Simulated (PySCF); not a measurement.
BLYP on Se (selenium, neutral), [Ar] 3d10 4s2 4p3 4d1, high-spin 5D determinant (an excited configuration). Computed with PySCF 2.14 in aug-cc-pVQZ-PP with ECP10MDF (7s6p5d3f2g, 89 functions), with a scalar-relativistic core potential.

```
cycle= 1 E= -372.802676206412  delta_E= -0.0103  |g|= 0.109  |ddm|= 1.21
cycle= 2 E= -372.802958838891  delta_E= -0.000283  |g|= 0.0946  |ddm|= 0.33
cycle= 3 E= -372.804020788606  delta_E= -0.00106  |g|= 0.00431  |ddm|= 0.183
cycle= 4 E= -372.804028738605  delta_E= -7.95e-06  |g|= 0.000143  |ddm|= 0.019
cycle= 5 E= -372.804028757833  delta_E= -1.92e-08  |g|= 6.65e-06  |ddm|= 0.000519
cycle= 6 E= -372.804028757859  delta_E= -2.63e-11  |g|= 7.31e-07  |ddm|= 3.84e-05
converged SCF energy = -372.804028757859  <S^2> = 6.0003849  2S+1 = 5.000154
```

Highest occupied orbital energy: 0.353 eV; ⟨L²⟩ = 6.01; populations by l: s 4.00, p 9.00, d 11.00, f 0.00.

Problem. Can this result be used?

Solution. Not for this state. Self-consistency was reached. Energies and moments cover only the electrons outside the core potential. The outer electron is Rydberg-like, and this basis confines it to a smaller radius and binds it less than a complete one would. At BLYP the highest occupied level has a positive energy, so only the finite basis holds that electron; for this excited configuration the basis is too tight for the outer shell.
